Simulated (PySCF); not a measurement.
Molecule: `O[C@@]12C=C[C@H]3[C@@H]1[C@H]32`, C$_{6}$H$_{6}$O.

Cartesian coordinates in Å; atom numbers follow the order of the lines, from 1:
```xyz
13

O     2.159   -0.450    0.196
C     0.823   -0.119    0.113
C     0.298    1.224    0.512
C    -1.019    1.154    0.335
C    -1.284   -0.221   -0.170
C    -0.088   -0.682   -0.979
C    -0.237   -1.161    0.394
H     2.671    0.176   -0.327
H     0.912    2.028    0.865
H    -1.772    1.899    0.500
H    -2.279   -0.568   -0.398
H     0.056   -1.158   -1.926
H    -0.245   -2.120    0.866
```

Frames of a GFN2-xTB Langevin trajectory at 300 K; GIAO PBE0/pcSseg-1 shieldings in PySCF 2.14.0 with density-fitted response routines, gas phase, non-relativistic; equivalent atoms averaged within each frame.

Scale: 17O (σref 336.08) vs H2O; 13C (σref 186.93), 1H (σref 31.72) against TMS (reference shieldings calculated alike). The references are static minima.

**Question.** How do the shifts (ppm) fluctuate along the trajectory?

**Answer.** 
```
         time (fs)    O1     C3     C4    C2  C6/C7    C5   H10    H9  H12/H13     H8
               250  68.0  146.8  145.1  79.4   66.0  30.8  6.55  6.48     4.60   2.25
               425  51.9  144.4  161.4  79.1   45.4  36.1  7.09  6.67     3.30   1.38
               625  59.4  136.5  147.6  79.8   58.6  25.0  6.15  5.89     4.00   2.13
               800  40.4  144.5  140.5  77.0   70.5  31.2  6.57  6.42     4.82   0.78
              1000  29.8  141.3  143.8  79.0   65.3  30.7  5.80  6.62     5.65  -0.14
    mean of frames  49.9  142.7  147.7  78.9   61.1  30.8  6.43  6.42     4.47   1.28
standard deviation  15.1    4.0    8.1   1.1    9.8   3.9  0.49  0.31     0.88   0.99
```

5 frames give an uncertainty of the mean of about the standard deviation over 2.2 at best, since frames this close in time may not be independent; classical motion lacks zero-point vibration, and the reference would need the same averaging.
